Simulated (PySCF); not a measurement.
**Telling isomers of C8H4N2 apart by NMR**

Theory: couplings computed with B3LYP/pcJ-1 (spin–dipole term left out of most H,H and C,H couplings), geometry: GFN2-xTB, σ from GIAO-PBE0/pcSseg-1, in PySCF 2.14.0 with density-fitted response routines (one computed conformer, equivalent nuclei averaged, no solvent, non-relativistic Hamiltonian).

Chemical shifts δ = σref − σ; ¹H (σ = 31.72 ppm) and ¹³C (σ = 186.93 ppm) vs TMS, all at this level. Multiplet labels drop J under 1 Hz and among equivalent protons, and merge close values. Unscaled 3J(H,H) run several per cent high. Where no couplings were computed, multiplicities follow the n + 1 count of equivalent neighbours, and m marks all less simple cases (inequivalent or close neighbours, rings, F or P nearby). Shifts are as computed. Against solution values, carbons near 30 ppm lie about +3 ppm off and those near 130 ppm about +5 ppm (rms about the fit 2.1 ppm; single classes can miss by 10 ppm). Of 1328 compounds with measured shifts, 309 miss one by over three times the rms of a fit or turn the order of signals round; such compounds aren't used in these exercises. Signals without a measured value on file couldn't be tested in this way; 1H shifts scatter by 0.2 ppm about their fit, and single ones miss by 0.5 ppm.

(1) Tabulate the signals of `N#CC1=C[C@@H]2C(C#N)=C[C@H]12`, `N#Cc1cccc(C#N)c1` and their relative energies.

(2) What is the quickest way to tell N#CC1=C[C@@H]2C(C#N)=C[C@H]12 from N#Cc1cccc(C#N)c1?

## Answers

(1) 
```tsv
SMILES	carbon types	δC	δH	E rel. (kcal/mol)
N#CC1=C[C@@H]2C(C#N)=C[C@H]12	4×C 4×CH	168.6, 134.4, 118.3, 54.8	7.51 (m, 2H), 4.21 (m, 2H)	73.2
N#Cc1cccc(C#N)c1	4×C 4×CH	145.1, 142.9, 135.4, 122.9, 119.2	8.25 (s, 1H), 8.12 (d, 2H), 7.88 (t, 1H)	0.0
```

Energies are electronic energies at PBE0/pcSseg-1 on these geometries, without zero-point or thermal terms, each for the one conformer computed, which needn't be the lowest.

(2) Count the carbon signals: 4 against 5. The first has an allylic sp3 CH at 54.8 ppm, the second an aromatic CH at 135.4 ppm. Their most deshielded carbons lie at 168.6 and 145.1 ppm. In the proton spectra the most deshielded non-exchanging signals are 7.51 (m, 2H) and 8.25 (s, 1H).
